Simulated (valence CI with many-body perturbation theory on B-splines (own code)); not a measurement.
# E1 line list for Sb36+

Calculated by configuration interaction combined with many-body perturbation theory (CI+MBPT): five valence electrons over a frozen Dirac-Fock core [Ne], a basis of 9 s, 9 p, 8 d, 6 f, 3 g, 1 h functions for each j, with the one-electron correlation potential Σ1 (screened to all orders), the two-electron term Σ2, the three-electron term Σ3, Breit, model QED; selected single and double excitations, second order for the rest (own B-spline code, finite nucleus).

No measured spectrum was set against this ion. As an estimate, large intervals hold to a few tenths of a per cent, small ones and those within an open d or f shell to about a per cent. Among the levels kept, up to 540 cm⁻¹ of a level comes from second order outside the variational space, and about a tenth of that is noise between levels of different J, which matters for small intervals.

Lines 151 to 200 of 208 in falling wavelength, among levels below 317.72 eV, chosen from the strongest by gf and those to the six lowest levels. Wavelengths and rates use the calculated energies. Electric multipoles are in the length gauge, E1 and E2 with the static RPA response of the core. Weak lines are less certain than strong ones. Lines between different terms over intervals too small for the method are left out, as are lines whose strength nearly cancels. Where a level lies close to another of its J and parity, the split of strength between their lines is uncertain. The highest levels of a list are the least certain.

Levels are named by their leading jj configuration (3d3/2^4 stands for four electrons in 3d with j = 3/2), which in mixed levels can hold well under half, so a name can repeat and another be missing. Letters in brackets count levels of one name in rising energy.

```tsv
λ vac (Å)	Upper	Lower	A (s⁻¹)	S (a.u.)
70.11	(3s 3p1/2^2 3p3/2 3d3/2) J=1/2 [b]	(3s^2 3p1/2^2 3d3/2) J=3/2	1.10e+11	3.73e-02
69.95	(3s^2 3p1/2 3p3/2 3d5/2) J=5/2 [c]	(3s^2 3p1/2 3p3/2^2) J=5/2	1.33e+11	1.35e-01
69.61	(3s^2 3p3/2^2 3d5/2) J=3/2	(3s^2 3p3/2^3) J=3/2	2.17e+11	1.44e-01
68.99	(3s^2 3p1/2 3p3/2 3d5/2) J=1/2 [b]	(3s^2 3p1/2 3p3/2^2) J=1/2	2.86e+11	9.26e-02
68.28	(3s^2 3p3/2^2 3d5/2) J=5/2 [b]	(3s^2 3p3/2^3) J=3/2	3.03e+11	2.86e-01
67.38	(3s^2 3p1/2 3p3/2 3d5/2) J=3/2	(3s^2 3p1/2 3p3/2^2) J=3/2	3.45e+10	2.08e-02
67.36	(3s 3p1/2 3p3/2^3) J=3/2 [c]	(3s^2 3p1/2 3p3/2^2) J=5/2	1.98e+11	1.20e-01
67.09	(3s^2 3p1/2 3p3/2 3d5/2) J=5/2 [c]	(3s^2 3p1/2 3p3/2^2) J=3/2	1.37e+11	1.22e-01
65.27	(3s 3p3/2^4) J=1/2	(3s^2 3p3/2^3) J=3/2	5.17e+11	1.42e-01
64.71	(3s 3p1/2 3p3/2^3) J=3/2 [c]	(3s^2 3p1/2 3p3/2^2) J=3/2	6.45e+10	3.45e-02
64.12	(3s^2 3p1/2 3p3/2 3d3/2) J=5/2 [a]	(3s^2 3p1/2^2 3p3/2) J=3/2	1.01e+09	7.90e-04
64.02	(3s^2 3p1/2 3p3/2 3d3/2) J=3/2 [a]	(3s^2 3p1/2^2 3p3/2) J=3/2	1.40e+10	7.27e-03
63.74	(3s^2 3p1/2 3p3/2 3d3/2) J=1/2 [a]	(3s^2 3p1/2^2 3p3/2) J=3/2	3.67e+09	9.38e-04
63.07	(3s^2 3p1/2 3p3/2 3d5/2) J=1/2 [b]	(3s^2 3p1/2 3p3/2^2) J=3/2	1.92e+10	4.76e-03
61.82	(3s 3p1/2 3p3/2^3) J=3/2 [a]	(3s^2 3p1/2^2 3p3/2) J=3/2	1.19e+09	5.54e-04
61.81	(3s^2 3p3/2^2 3d5/2) J=1/2	(3s^2 3p1/2 3p3/2^2) J=1/2	6.73e+09	1.57e-03
60.38	(3s^2 3p3/2^2 3d3/2) J=1/2	(3s^2 3p1/2 3p3/2^2) J=1/2	3.37e+10	7.33e-03
60.30	(3s^2 3p3/2^2 3d3/2) J=3/2 [a]	(3s^2 3p1/2 3p3/2^2) J=1/2	3.69e+10	1.60e-02
59.67	(3s^2 3p1/2 3p3/2 3d5/2) J=5/2 [a]	(3s^2 3p1/2^2 3p3/2) J=3/2	1.86e+08	1.17e-04
59.30	(3s^2 3p3/2^2 3d5/2) J=7/2	(3s^2 3p1/2 3p3/2^2) J=5/2	1.56e+10	1.28e-02
57.85	(3s^2 3p3/2^2 3d3/2) J=5/2	(3s^2 3p1/2 3p3/2^2) J=5/2	2.79e+11	1.60e-01
57.69	(3s^2 3p3/2^2 3d3/2) J=3/2 [a]	(3s^2 3p1/2 3p3/2^2) J=5/2	1.58e+11	6.00e-02
57.02	(3s^2 3p3/2^2 3d5/2) J=1/2	(3s^2 3p1/2 3p3/2^2) J=3/2	1.33e+10	2.43e-03
56.97	(3s^2 3p1/2 3p3/2 3d3/2) J=5/2 [b]	(3s^2 3p1/2^2 3p3/2) J=3/2	3.12e+11	1.71e-01
56.90	(3s^2 3p3/2^2 3d3/2) J=7/2	(3s^2 3p1/2 3p3/2^2) J=5/2	3.50e+11	2.54e-01
56.73	(3s^2 3p3/2^2 3d3/2) J=3/2 [b]	(3s^2 3p1/2 3p3/2^2) J=1/2	3.51e+11	1.27e-01
56.23	(3s^2 3p1/2 3p3/2 3d3/2) J=1/2 [b]	(3s^2 3p1/2^2 3p3/2) J=3/2	2.96e+11	5.20e-02
55.88	(3s^2 3p3/2^2 3d3/2) J=5/2	(3s^2 3p1/2 3p3/2^2) J=3/2	1.42e+11	7.36e-02
55.80	(3s^2 3p3/2^2 3d3/2) J=1/2	(3s^2 3p1/2 3p3/2^2) J=3/2	4.55e+11	7.81e-02
55.75	(3s^2 3p1/2 3p3/2 3d3/2) J=3/2 [b]	(3s^2 3p1/2^2 3p3/2) J=3/2	5.43e+11	1.86e-01
55.73	(3s^2 3p3/2^2 3d3/2) J=3/2 [a]	(3s^2 3p1/2 3p3/2^2) J=3/2	3.16e+11	1.08e-01
55.41	(3s 3p1/2 3p3/2^3) J=3/2 [b]	(3s^2 3p1/2^2 3p3/2) J=3/2	5.18e+10	1.74e-02
54.41	(3s^2 3p3/2^2 3d3/2) J=3/2 [b]	(3s^2 3p1/2 3p3/2^2) J=5/2	8.65e+09	2.75e-03
54.01	(3s^2 3p1/2 3p3/2 3d5/2) J=1/2 [a]	(3s^2 3p1/2^2 3p3/2) J=3/2	1.78e+11	2.76e-02
53.96	(3s^2 3p1/2 3p3/2 3d5/2) J=5/2 [b]	(3s^2 3p1/2^2 3p3/2) J=3/2	1.22e+11	5.69e-02
53.75	(3s^2 3p3/2^2 3d5/2) J=5/2 [a]	(3s^2 3p1/2 3p3/2^2) J=5/2	1.24e+09	5.73e-04
53.42	(3s^2 3p3/2^2 3d5/2) J=3/2	(3s^2 3p1/2 3p3/2^2) J=1/2	2.82e+10	8.49e-03
52.67	(3s^2 3p3/2^2 3d3/2) J=3/2 [b]	(3s^2 3p1/2 3p3/2^2) J=3/2	4.25e+09	1.23e-03
52.30	(3s^2 3p1/2 3p3/2 3d5/2) J=3/2	(3s^2 3p1/2^2 3p3/2) J=3/2	2.14e+10	6.03e-03
52.12	(3s^2 3p1/2 3p3/2 3d5/2) J=5/2 [c]	(3s^2 3p1/2^2 3p3/2) J=3/2	1.14e+10	4.77e-03
52.05	(3s^2 3p3/2^2 3d5/2) J=5/2 [a]	(3s^2 3p1/2 3p3/2^2) J=3/2	6.83e+04	2.85e-08
51.36	(3s^2 3p3/2^2 3d5/2) J=3/2	(3s^2 3p1/2 3p3/2^2) J=5/2	6.32e+09	1.69e-03
50.82	(3s 3p3/2^4) J=1/2	(3s^2 3p1/2 3p3/2^2) J=1/2	2.19e+09	2.83e-04
50.67	(3s 3p1/2 3p3/2^3) J=3/2 [c]	(3s^2 3p1/2^2 3p3/2) J=3/2	2.52e+09	6.47e-04
50.63	(3s^2 3p3/2^2 3d5/2) J=5/2 [b]	(3s^2 3p1/2 3p3/2^2) J=5/2	2.83e+09	1.09e-03
49.80	(3s^2 3p3/2^2 3d5/2) J=3/2	(3s^2 3p1/2 3p3/2^2) J=3/2	1.37e+06	3.34e-07
49.66	(3s^2 3p1/2 3p3/2 3d5/2) J=1/2 [b]	(3s^2 3p1/2^2 3p3/2) J=3/2	2.19e+09	2.65e-04
49.12	(3s^2 3p3/2^2 3d5/2) J=5/2 [b]	(3s^2 3p1/2 3p3/2^2) J=3/2	5.05e+09	1.77e-03
47.54	(3s 3p3/2^4) J=1/2	(3s^2 3p1/2 3p3/2^2) J=3/2	8.83e+08	9.37e-05
45.83	(3s^2 3p3/2^2 3d5/2) J=1/2	(3s^2 3p1/2^2 3p3/2) J=3/2	9.24e+08	8.78e-05
```
